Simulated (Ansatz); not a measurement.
`[NH2][AlH][AlH2]` + `BO` → `B[O][AlH][NH2]` + `[AlH3]` at 700 K and 1 bar (cleavage of the Al–Al bond).

Gas-phase electronic energies from Ansatz, PBE0-D4/def2-TZVP geometries. CBS: MP2 limit from def2 TZ/QZ plus the TZ coupled-cluster correction, frozen cores. This one scheme is used for every species. Each species was taken in one conformer, which may not be the lowest.

| species | CCSD(T)/CBS energy (Eh) | H − E (kJ/mol) | S (J/(mol·K)) |
| --- | --- | --- | --- |
| `[NH2][AlH][AlH2]` | -541.74510 | 188.7 | 436.2 |
| `BO` | -101.80414 | 126.4 | 277.4 |
| `B[O][AlH][NH2]` | -399.81950 | 223.8 | 443.6 |
| `[AlH3]` | -243.78045 | 80.2 | 251.4 |

H − E and S are ideal-gas, rigid-rotor, harmonic terms from PBE0-D4/def2-TZVP, for one conformer and one mirror image of each species. 1 Eh = 2625.50 kJ/mol, R = 8.31446 J/(mol·K).

By hand: ΔE, ΔH, ΔS and ΔG.

ΔE = (-399.81950) + (-243.78045) − (-541.74510) − (-101.80414) = -0.05071 Eh = -133.1 kJ/mol. Δ(H − E) = 223.8 + 80.2 − 188.7 − 126.4 = -11.1, so ΔH = -144.2 kJ/mol. ΔS = 443.6 + 251.4 − 436.2 − 277.4 = -18.6 J/(mol·K). ΔG = -144.2 − 700 × (-18.6)/1000 = -131.2 kJ/mol.

By hand: the equilibrium constant, and the temperature at which ΔG would vanish if ΔH and ΔS stayed fixed.

log₁₀ K = −ΔG/(RT ln 10) = 9.8. ΔG = 0 at ΔH/ΔS = 7753 K, far beyond where these terms or the molecules hold.

ΔH outweighs TΔS. A doubt of 5 kJ/mol in ΔE shifts log₁₀ K by 0.4 here. Other conformers and mirror images would add mixing entropy, several J/(mol·K) or more a flexible species. Modes under 60 cm⁻¹, often nearly free rotors, make the harmonic entropy too high. These are equilibria of isolated gas molecules and say nothing of rates. Largest T1 diagnostic: 0.014 (customary marks: 0.02 for closed shells, 0.045 for open ones).
